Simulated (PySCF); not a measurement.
Numbering as in the mapped SMILES `[CH3:1][S:2](=[O:3])(=[O:4])[c:5]1[cH:6][cH:7][cH:8][n-:9]1`. Each H is labelled by its parent atom.

Geometry: GFN2-xTB; GIAO absolute shieldings from PySCF 2.14, gas phase, non-relativistic, averaged over equivalent atoms.

At PBE0/pcSseg-1 (190 basis functions, 26 s wall time on 1 thread of an Arm Neoverse V2, shared host):
```json
{"atoms": "C5", "σ (ppm)": "45.2"}
{"atoms": "C8", "σ (ppm)": "58.0"}
{"atoms": "C7", "σ (ppm)": "79.5"}
{"atoms": "C6", "σ (ppm)": "83.1"}
{"atoms": "C1", "σ (ppm)": "139.1"}
{"atoms": "S2", "σ (ppm)": "188.4"}
{"atoms": "O3/O4", "σ (ppm)": "110.1"}
{"atoms": "N9", "σ (ppm)": "-31.0"}
{"atoms": "H(C8)", "σ (ppm)": "25.14"}
{"atoms": "H(C6)", "σ (ppm)": "25.30"}
{"atoms": "H(C7)", "σ (ppm)": "25.77"}
{"atoms": "H(C1)", "σ (ppm)": "28.46"}
```

Predict the values at BLYP/pcSseg-1 on the same geometry.

Results:


```tsv
atoms	σ at BLYP/pcSseg-1	change
C5	34.4	-10.8
C8	51.6	-6.4
C7	72.4	-7.1
C6	78.1	-5.0
C1	129.0	-10.1
S2	160.6	-27.8
O3/O4	89.9	-20.2
N9	-36.2	-5.2
H(C8)	25.41	+0.27
H(C6)	25.60	+0.30
H(C7)	26.00	+0.23
H(C1)	28.50	+0.04
```

The largest change is at S2 (sulfone sulfur). Cost: 190 basis functions, 71 s wall time on 1 thread of an Arm Neoverse N1, shared host. The order of the carbon signals is the same at both levels.
